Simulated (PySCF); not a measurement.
PySCF job for B(CCH)(Cl)(H) (C2H2BCl), SMILES ClBC#C, TDDFT-CAM-B3LYP/def2-SVPD. Geometry optimised at B3LYP-D3(BJ)/def2-SVP.

```python
import numpy as np
from pyscf import gto, scf, dft, tdscf

mol = gto.M(
    atom='''
    B    -0.77506629   -0.06791772    0.00000000
    C    -0.16431368    1.31532021    0.00000000
    C     0.30506309    2.44062332   -0.00000000
    H     0.72308369    3.43111769   -0.00000000
    Cl    0.25128721   -1.49353986   -0.00000000
    H    -1.96413120   -0.23701270   -0.00000000
    ''',
    basis='def2-SVPD',
    charge=0,
    spin=0,
    symmetry=True,
    max_memory=1600,
    verbose=4,
)
mf = dft.RKS(mol, xc='cam-b3lyp').density_fit(auxbasis='def2-universal-jkfit')
mf.grids.level = 3
mf.conv_tol = 1e-9
mf.max_cycle = 100
mf.kernel()
mf.grids = dft.Grids(mol).set(level=1).build(with_non0tab=True)  # coarser grid for the response kernel
td = tdscf.TDDFT(mf)
td.singlet = True
td.nstates = 10
td.conv_tol = 1e-4
td.kernel(x0=td.get_init_guess(mf, 15))
td.analyze()
tt = tdscf.TDA(mf)
tt.singlet = False
tt.nstates = 4
tt.conv_tol = 1e-4
tt.kernel(x0=tt.get_init_guess(mf, 9))
tt.analyze(verbose=3)
```

It prints:

```
PySCF version 2.14.0

[INPUT] verbose = 4
[INPUT] num. atoms = 6
[INPUT] num. electrons = 36
[INPUT] charge = 0
[INPUT] spin (= nelec alpha-beta = 2S) = 0
[INPUT] symmetry True subgroup None
[INPUT] Mole.unit = angstrom
[INPUT] Symbol           X                Y                Z      unit          X                Y                Z       unit  Magmom
[INPUT]  1 B     -0.775066290000  -0.067917720000   0.000000000000 AA   -1.464663016483  -0.128345889805   0.000000000000 Bohr   0.0
[INPUT]  2 C     -0.164313680000   1.315320210000   0.000000000000 AA   -0.310507853719   2.485594963005   0.000000000000 Bohr   0.0
[INPUT]  3 C      0.305063090000   2.440623320000   0.000000000000 AA    0.576485690814   4.612109648027   0.000000000000 Bohr   0.0
[INPUT]  4 H      0.723083690000   3.431117690000   0.000000000000 AA    1.366430139240   6.483872735250   0.000000000000 Bohr   0.0
[INPUT]  5 Cl     0.251287210000  -1.493539860000   0.000000000000 AA    0.474864005506  -2.822381291521   0.000000000000 Bohr   0.0
[INPUT]  6 H     -1.964131200000  -0.237012700000   0.000000000000 AA   -3.711670040713  -0.447889091044   0.000000000000 Bohr   0.0

nuclear repulsion = 105.212306873294
point group symmetry = Cs
symmetry origin: [ 3.67446740e-09 -2.62461953e-09  0.00000000e+00]
symmetry axis x: [1.00000000e+00 1.79663083e-10 0.00000000e+00]
symmetry axis y: [-1.79663083e-10  1.00000000e+00  0.00000000e+00]
symmetry axis z: [0. 0. 1.]
num. orbitals of irrep A' = 73
num. orbitals of irrep A" = 30
number of shells = 43
number of NR pGTOs = 155
number of NR cGTOs = 103
basis = def2-SVPD
ecp = {}


[settings echo left out]
init E= -562.499255299426
HOMO (A') = -0.331413293242398  LUMO (A") = -0.107538028431424  gap/eV = 6.09196
cycle= 1 E= -562.141113095561  delta_E= 0.358  |g|= 0.303  |ddm|= 7.35
HOMO (A') = -0.34423102819115  LUMO (A") = -0.0580176370592396  gap/eV = 7.78826
cycle= 2 E= -562.153777162775  delta_E= -0.0127  |g|= 0.256  |ddm|= 1.34
HOMO (A') = -0.36389452022436  LUMO (A") = -0.0498463052219456  gap/eV = 8.54569
cycle= 3 E= -562.170371913534  delta_E= -0.0166  |g|= 0.0478  |ddm|= 0.539
HOMO (A') = -0.366640232161456  LUMO (A") = -0.0482724964747692  gap/eV = 8.66323
cycle= 4 E= -562.170620889573  delta_E= -0.000249  |g|= 0.038  |ddm|= 0.151
HOMO (A') = -0.36511985302016  LUMO (A") = -0.0494192168980891  gap/eV = 8.59065
cycle= 5 E= -562.171000138923  delta_E= -0.000379  |g|= 0.0039  |ddm|= 0.0578
HOMO (A') = -0.364489403795748  LUMO (A") = -0.0489115222580598  gap/eV = 8.58731
cycle= 6 E= -562.171005153865  delta_E= -5.01e-06  |g|= 0.00114  |ddm|= 0.0131
HOMO (A') = -0.364804166242629  LUMO (A") = -0.0490248834567542  gap/eV = 8.59279
cycle= 7 E= -562.171005677122  delta_E= -5.23e-07  |g|= 0.000283  |ddm|= 0.00258
HOMO (A') = -0.364762397797729  LUMO (A") = -0.0490107196742611  gap/eV = 8.59204
cycle= 8 E= -562.171005743437  delta_E= -6.63e-08  |g|= 9.84e-05  |ddm|= 0.00106
HOMO (A') = -0.364764751137647  LUMO (A") = -0.0490011320290438  gap/eV = 8.59237
cycle= 9 E= -562.171005752898  delta_E= -9.46e-09  |g|= 3.03e-05  |ddm|= 0.000278
HOMO (A') = -0.36476948667051  LUMO (A") = -0.0490027993012281  gap/eV = 8.59245
cycle= 10 E= -562.171005754225  delta_E= -1.33e-09  |g|= 8.62e-06  |ddm|= 0.000132
HOMO (A') = -0.364769986191078  LUMO (A") = -0.0490019443449272  gap/eV = 8.59249
cycle= 11 E= -562.171005754318  delta_E= -9.28e-11  |g|= 1.72e-06  |ddm|= 4.32e-05
HOMO (A') = -0.364770553421892  LUMO (A") = -0.049002479335182  gap/eV = 8.59249
Extra cycle  E= -562.17100575432  delta_E= -1.82e-12  |g|= 1.07e-06  |ddm|= 6.21e-06
converged SCF energy = -562.17100575432
tot grids = 26800


******** <class 'pyscf.tdscf.rks.TDDFT'> for <class 'pyscf.df.df_jk.DFSymAdaptedRKS'> ********
nstates = 10 singlet
deg_eia_thresh = 1.000e-03
wfnsym = None
conv_tol = 0.0001
eigh lindep = 1e-12
eigh level_shift = 0
eigh max_cycle = 100


Excitation energies (eV)
[4.36300727 5.16730875 5.44926123 6.765644   7.14138765 7.68460187
 8.03245081 8.09471773 8.25020004 8.39575438]

** Singlet excitation energies and oscillator strengths **
Excited State   1:   A"      4.36301 eV    284.17 nm  f=0.0001
      18 -> 19        0.69649
Excited State   2:   A"      5.16731 eV    239.94 nm  f=0.0010
      16 -> 19        0.69801
Excited State   3:   A'      5.44926 eV    227.52 nm  f=0.0986
      17 -> 19        0.63074
      18 -> 20        0.20952
      18 -> 21       -0.18830
Excited State   4:   A"      6.76564 eV    183.26 nm  f=0.0000
      17 -> 20        0.49131
      17 -> 21       -0.41183
      17 -> 22        0.17451
      17 -> 23        0.11288
      17 -> 25        0.10154
Excited State   5:   A'      7.14139 eV    173.61 nm  f=0.1228
      15 -> 19       -0.65520
      17 -> 19        0.13291
      18 -> 20       -0.10786
      18 -> 21        0.10700
Excited State   6:   A"      7.68460 eV    161.34 nm  f=0.0022
      14 -> 19       -0.66998
      18 -> 26        0.14764
Excited State   7:   A'      8.03245 eV    154.35 nm  f=0.0398
      16 -> 20       -0.57497
      16 -> 21        0.19761
      18 -> 20       -0.27847
Excited State   8:   A'      8.09472 eV    153.17 nm  f=0.2357
      16 -> 20       -0.28533
      16 -> 21        0.11017
      17 -> 19       -0.14196
      17 -> 26       -0.12826
      18 -> 20        0.49704
      18 -> 21        0.23694
      18 -> 22        0.15590
Excited State   9:   A'      8.25020 eV    150.28 nm  f=0.3316
      15 -> 19        0.16540
      17 -> 19        0.20058
      17 -> 24       -0.10956
      17 -> 26        0.21808
      18 -> 21        0.56988
Excited State  10:   A"      8.39575 eV    147.67 nm  f=0.0076
      13 -> 19        0.68332

** Transition electric dipole moments (AU) **
state          X           Y           Z        Dip. S.      Osc.
  1         0.0000      0.0000     -0.0324      0.0010      0.0001
  2         0.0000     -0.0000     -0.0911      0.0083      0.0010
  3         0.1245      0.8505      0.0000      0.7389      0.0986
  4         0.0000      0.0000     -0.0092      0.0001      0.0000
  5        -0.3328      0.7687      0.0000      0.7016      0.1228
  6         0.0000      0.0000     -0.1088      0.0118      0.0022
  7         0.0237      0.4490     -0.0000      0.2021      0.0398
  8        -0.0427     -1.0894      0.0000      1.1885      0.2357
  9         0.7233      1.0571      0.0000      1.6405      0.3316
 10         0.0000      0.0000     -0.1927      0.0371      0.0076

** Transition velocity dipole moments (imaginary part, AU) **
state          X           Y           Z        Dip. S.      Osc.
  1        -0.0000     -0.0000     -0.0053      0.0000      0.0001
  2        -0.0000      0.0000     -0.0179      0.0003      0.0011
  3         0.0242      0.1707     -0.0000      0.0297      0.0990
  4         0.0000     -0.0000     -0.0023      0.0000      0.0000
  5        -0.0874      0.2024      0.0000      0.0486      0.1235
  6        -0.0000      0.0000     -0.0284      0.0008      0.0019
  7         0.0040      0.1334      0.0000      0.0178      0.0402
  8         0.0008     -0.3315      0.0000      0.1099      0.2463
  9         0.2277      0.3159     -0.0000      0.1516      0.3334
 10        -0.0000      0.0000     -0.0653      0.0043      0.0092

** Transition magnetic dipole moments (imaginary part, AU) **
state          X           Y           Z
  1         0.1799      0.5879      0.0000
  2        -0.3333      0.7719      0.0000
  3         0.0000     -0.0000      0.2893
  4        -0.1392     -0.1238      0.0000
  5        -0.0000      0.0000      0.3430
  6         0.5074      0.9933     -0.0000
  7        -0.0000      0.0000      0.6267
  8        -0.0000      0.0000      0.4860
  9         0.0000     -0.0000      1.1564
 10        -0.5704      0.0038     -0.0000


******** <class 'pyscf.tdscf.rks.TDA'> for <class 'pyscf.df.df_jk.DFSymAdaptedRKS'> ********
nstates = 4 triplet
deg_eia_thresh = 1.000e-03
wfnsym = None
conv_tol = 0.0001
eigh lindep = 1e-12
eigh level_shift = 0
eigh max_cycle = 100


Excitation energies (eV)
[4.02398597 4.04394075 4.86972402 5.38336807]

** Triplet excitation energies and oscillator strengths **
Excited State   1:   A'      4.02399 eV    308.11 nm  f=0.0000
Excited State   2:   A"      4.04394 eV    306.59 nm  f=0.0000
Excited State   3:   A"      4.86972 eV    254.60 nm  f=0.0000
Excited State   4:   A'      5.38337 eV    230.31 nm  f=0.0000
```

Self-consistency was reached.
